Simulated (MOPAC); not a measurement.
MOPAC input (PM7):

```
PM7 1SCF CHARGE=1 GEO-OK AUX(PRECISION=9) THREADS=1
H3F3NSi

N    -1.66030000 1   -0.02978800 1    0.04437000 1
Si    0.18892700 1    0.00339000 1   -0.00504900 1
F     0.55801700 1   -1.21353300 1   -0.88981000 1
F     0.60204700 1   -0.13546900 1    1.48155100 1
F     0.51826900 1    1.37911300 1   -0.63659300 1
H    -2.04200600 1    0.74320600 1    0.60118600 1
H    -2.06945800 1    0.04656500 1   -0.89372600 1
H    -2.01640200 1   -0.89971100 1    0.45630100 1
```

Output:

```
 *******************************************************************************
 **                                                                           **
 **                              MOPAC v23.2.5                                **
 **                                                                           **
 *******************************************************************************
 ** MOPAC's Digital Object Identifier: https://doi.org/10.5281/zenodo.6511958 **
 **                                                                           **
 ** Please cite the open-source release paper for use of this MOPAC version:  **
 ** J. E. Moussa and J. J. P. Stewart (2026)                                  **
 ** MOPAC: An open-source semiempirical molecular orbital program             **
 ** J. Open Source Softw., 11(119), 8025, https://doi.org/10.21105/joss.08025 **
 *******************************************************************************

                              PM7 CALCULATION RESULTS

 *******************************************************************************
 *  PM7        - The PM7 Hamiltonian to be used
 *  GEO-OK     - OVERRIDE INTERATOMIC DISTANCE AND OTHER SAFETY CHECKS
 *
 *
 *
 *                 CHARGE ON SYSTEM = +1
 *
 *
 *
 *  1SCF       - DO 1 SCF AND THEN STOP
 *  AUX        - OUTPUT AUXILIARY INFORMATION
 *******************************************************************************
PM7 1SCF CHARGE=1 GEO-OK AUX(PRECISION=9) THREADS=1
 H3F3NSi

   ATOM   CHEMICAL          X               Y               Z
  NUMBER   SYMBOL      (ANGSTROMS)     (ANGSTROMS)     (ANGSTROMS)

     1       N         -1.66030000  *  -0.02978800  *   0.04437000  *
     2      Si          0.18892700  *   0.00339000  *  -0.00504900  *
     3       F          0.55801700  *  -1.21353300  *  -0.88981000  *
     4       F          0.60204700  *  -0.13546900  *   1.48155100  *
     5       F          0.51826900  *   1.37911300  *  -0.63659300  *
     6       H         -2.04200600  *   0.74320600  *   0.60118600  *
     7       H         -2.06945800  *   0.04656500  *  -0.89372600  *
     8       H         -2.01640200  *  -0.89971100  *   0.45630100  *

          CARTESIAN COORDINATES

    NO.       ATOM           X           Y           Z

     1         N         -1.6603     -0.0298      0.0444
     2        Si          0.1889      0.0034     -0.0050
     3         F          0.5580     -1.2135     -0.8898
     4         F          0.6020     -0.1355      1.4816
     5         F          0.5183      1.3791     -0.6366
     6         H         -2.0420      0.7432      0.6012
     7         H         -2.0695      0.0466     -0.8937
     8         H         -2.0164     -0.8997      0.4563

 General Reference for PM7:
 "Optimization of Parameters for Semiempirical Methods VI: More Modifications to the
 NDDO Approximations and Re-optimization of Parameters", J. J. P. Stewart, J. Mol. Mod., 1:32, 19 (2013)
 https://link.springer.com/article/10.1007/s00894-012-1667-x

           Empirical Formula: H3 N Si F3  =     8 atoms

      MOLECULAR POINT GROUP   :   C3v

      RHF CALCULATION, NO. OF DOUBLY OCCUPIED LEVELS = 16

 -------------------------------------------------------------------------------
 PM7 1SCF CHARGE=1 GEO-OK AUX(PRECISION=9) THREADS=1
 H3F3NSi

     1SCF WAS SPECIFIED, SO BFGS WAS NOT USED
     SCF FIELD WAS ACHIEVED

                              PM7 CALCULATION
                                                       MOPAC v23.2.5 Linux

          FINAL HEAT OF FORMATION =       -109.04862 KCAL/MOL =    -456.25943 KJ/MOL

          COSMO AREA              =        105.90 SQUARE ANGSTROMS
          COSMO VOLUME            =         92.79 CUBIC ANGSTROMS

          IONIZATION POTENTIAL    =         20.454173 EV
          HOMO LUMO ENERGIES (EV) =        -20.454 -6.819
          NO. OF FILLED LEVELS    =         16
          MOLECULAR WEIGHT        =        102.1111         POINT GROUP:  C3v

          MOLECULAR DIMENSIONS (Angstroms)

            Atom       Atom       Distance
            H     6    F     3     3.57939
            H     8    F     5     3.42172
            H     7    F     4     3.33246

          SCF CALCULATIONS        =          1

   ATOM   CHEMICAL          X               Y               Z
  NUMBER   SYMBOL      (ANGSTROMS)     (ANGSTROMS)     (ANGSTROMS)

     1       N         -1.66030000  *  -0.02978800  *   0.04437000  *
     2      Si          0.18892700  *   0.00339000  *  -0.00504900  *
     3       F          0.55801700  *  -1.21353300  *  -0.88981000  *
     4       F          0.60204700  *  -0.13546900  *   1.48155100  *
     5       F          0.51826900  *   1.37911300  *  -0.63659300  *
     6       H         -2.04200600  *   0.74320600  *   0.60118600  *
     7       H         -2.06945800  *   0.04656500  *  -0.89372600  *
     8       H         -2.01640200  *  -0.89971100  *   0.45630100  *

                             CARTESIAN COORDINATES

   1    N       -1.660300000    -0.029788000     0.044370000
   2   Si        0.188927000     0.003390000    -0.005049000
   3    F        0.558017000    -1.213533000    -0.889810000
   4    F        0.602047000    -0.135469000     1.481551000
   5    F        0.518269000     1.379113000    -0.636593000
   6    H       -2.042006000     0.743206000     0.601186000
   7    H       -2.069458000     0.046565000    -0.893726000
   8    H       -2.016402000    -0.899711000     0.456301000

           Empirical Formula: H3 N Si F3  =     8 atoms

      MOLECULAR POINT GROUP   :   C3v

                  EIGENVALUES
 -47.41942 -47.41941 -47.15882 -45.34323 -24.81919 -24.81918 -23.83460 -22.93931
 -22.93931 -22.64669 -21.56824 -21.56823 -20.92072 -20.70334 -20.70334 -20.45417
  -6.81917  -5.66555  -5.66554  -3.86354  -1.56268  -1.37445  -1.37444  16.13725
  16.13725  16.79064  17.36958  17.36958

              NET ATOMIC CHARGES AND DIPOLE CONTRIBUTIONS

  ATOM NO.   TYPE          CHARGE      No. of ELECS.   s-Pop       p-Pop       d-Pop
    1          N          -0.263450        5.2635     1.45093     3.81252
    2         Si           0.805453        3.1945     0.66815     2.11925     0.40715
    3          F          -0.156857        7.1569     1.92015     5.23671
    4          F          -0.156857        7.1569     1.92015     5.23671
    5          F          -0.156857        7.1569     1.92015     5.23671
    6          H           0.309522        0.6905     0.69048
    7          H           0.309523        0.6905     0.69048
    8          H           0.309522        0.6905     0.69048
 DIPOLE           X         Y         Z       TOTAL
 POINT-CHG.    -7.908    -0.142     0.211     7.912
 HYBRID         0.133     0.002    -0.004     0.133
 SUM           -7.775    -0.139     0.208     7.779

          ATOMIC ORBITAL ELECTRON POPULATIONS

     Atom    s        px        py        pz      x^2-y^2     xz        z^2       yz        xy
    1  N   1.45093   1.31481   1.24884   1.24887
    2 Si   0.66815   0.66840   0.72544   0.72541   0.08802   0.06793   0.09085   0.09279   0.06756
    3  F   1.92015   1.87719   1.60697   1.75255
    4  F   1.92015   1.87040   1.91119   1.45512
    5  F   1.92015   1.88262   1.52168   1.83241
    6  H   0.69048
    7  H   0.69048
    8  H   0.69048

 **********************
 *                    *
 * JOB ENDED NORMALLY *
 *                    *
 **********************

 == MOPAC DONE ==
```

The dipole moment of an ion depends on the origin.

The geometry given is a B3LYP-D3(BJ)/def2-TZVP minimum.
